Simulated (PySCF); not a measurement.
Species: calcium monoxide, CaO.
Bonds: O1–Ca2 (double).

Method used: PySCF 2.14.0, density-fitted response routines, TDDFT CAM-B3LYP/def2-SVPD, vertical, gas phase, core orbitals frozen in the response. Geometry: PBE0-D3(BJ)/def2-SVP; no solvent, vibrations or thermal averaging.

Frontier orbitals with the atoms that hold most of them (Löwdin shares over 4%, at most four atoms; ? is withheld):

| orbital | ε (eV) | atoms |
| --- | --- | --- |
| LUMO+2 | 0.20 | Ca2 98% |
| LUMO+1 | 0.20 | Ca2 98% |
| LUMO | ? | Ca2 94%, O1 6% |
| HOMO | -6.14 | O1 78%, Ca2 22% |
| HOMO-1 | -6.45 | O1 84%, Ca2 16% |
| HOMO-2 | -6.45 | O1 84%, Ca2 16% |
| HOMO-3 | -20.61 | O1 79%, Ca2 21% |

Question: What is the LUMO energy, and the HOMO–LUMO gap?

Answer: ε(LUMO) = -1.42 eV; the gap is 4.72 eV (0.1734 hartree).

Within 0.005 eV of a neighbour in this list lie HOMO-2/HOMO-1 and LUMO+1/LUMO+2 (point group found: C∞v).

Question: The HOMO–LUMO gap is 4.72 eV. Where does the response calculation put the lowest singlet, and from which orbitals?

Answer: S1 is at 1.94 eV (f = 0.039), 2.78 eV below the gap, made of HOMO→LUMO (89%). Without the coupling terms of the response equations the lowest excitation would equal the gap.

Next come S2 at 2.08 eV (f 0.0054), HOMO-2/HOMO-1→LUMO (≥94%); S3 at 2.08 eV (f 0.0054), HOMO-2/HOMO-1→LUMO (≥94%); S4 at 3.62 eV (f 0.013), HOMO→LUMO+1/LUMO+2 (≥96%); S5 at 3.62 eV (f 0.013), HOMO→LUMO+1/LUMO+2 (≥96%).

Orbitals of the list HOMO-3 to LUMO+2 that lie within 0.01 eV of each other are written together with a slash and their weights summed (≥ marks a lower bound); for degenerate orbitals outside that list single weights are arbitrary.

Löwdin shares depend on the basis, the more so with diffuse functions.

Hardware: one thread, x86-64 server, on a shared host. Cost: 5.4 s wall.
